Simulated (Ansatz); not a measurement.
System: CH4NO, charge 1, multiplicity 1. It need not be the lowest isomer of its formula. 
Structure (B3LYP-D3(BJ)/def2-TZVP (Ansatz, an electronic-structure program) minimum search):
```
N
H 1 1.0263
H 1 1.0266 2 109.11
H 1 1.0266 2 109.11 3 -117.65
C 1 1.5790 2 108.29 4 -121.18
O 5 1.1639 1 118.01 2 0.00
H 5 1.0952 6 130.99 1 180.00
```
Charge +1, spin multiplicity 1.

Wanted: vertical electron affinity (to the doublet state of charge +0; a negative value means that the extra electron is unbound and the number depends on the basis; each state is the SCF solution reached for its spin), in eV. Correlated levels leave the core frozen unless marked. UHF or UKS for open shells. No spin-orbit coupling. Non-relativistic. 

```tsv
level	program	vertical electron affinity (eV)
SVWN5/def2-TZVPD	Ansatz	5.00
PBE/def2-TZVPD	Ansatz	4.87
B3LYP/def2-TZVPD	Ansatz	4.88
PBE0/def2-TZVPD	Ansatz	4.84
wB97X/def2-TZVPD	Ansatz	4.71
CCSD/aug-cc-pVDZ	Ansatz	4.40
```
